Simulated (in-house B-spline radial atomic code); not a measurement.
## Pt II (Pt+): [Xe] 4f14 (5d3/2)4 (5d5/2)4 (6f7/2)1 (an excited or competing configuration)

Computed with a B-spline radial code for spherical atoms: Dirac-Hartree-Fock, average of the jj configuration, Fermi nucleus of rms radius 5.427 fm.

Z_r = [3n² - l(l+1)]/(2<r>); Z_e = n√(-2ε); the last column is Slater's effective charge. Values are occupation-weighted means over j. An effective charge above Z reflects the relativistic contraction of the inner shells.

```
shell  electrons   ε (eV)  <r> (bohr)    Z_r    Z_e  Slater
   1s          2   -78928     0.01715  87.46  76.16   77.70
   2s          2   -14024     0.07166  83.73  64.21   73.85
   2p          6   -12259     0.06473  77.24  60.03   73.85
   3s          2  -3374.9      0.1862  72.50  47.25   66.75
   3p          6  -2845.1      0.1869  66.87  43.38   66.75
   3d         10  -2219.4      0.1705  61.57  38.32   56.85
   4s          2   -775.6       0.415  57.83  30.20   50.25
   4p          6  -597.08      0.4398  52.29  26.50   50.25
   4d         10  -364.61      0.4678  44.89  20.71   38.85
   5s          2  -138.61      0.9673  38.77  15.96   20.35
   4f         14  -109.78      0.5127  35.11  11.36   27.45
   5p          6  -88.808       1.107  32.98  12.77   20.35
   5d          8   -29.58       1.538  22.42   7.37    7.55
   6f          1  -2.1972        15.5   3.10   2.41    2.00
```

The least bound orbital is 6f7/2 at -2.197 eV, and it is also the most diffuse (<r> = 15.5 bohr).

For the 1s electron the small component carries 8.75 % of the norm, the zero-frequency Breit interaction raises the level by 290.1 eV, self-energy by 184.7 eV, and vacuum polarisation lowers it by 37.08 eV.
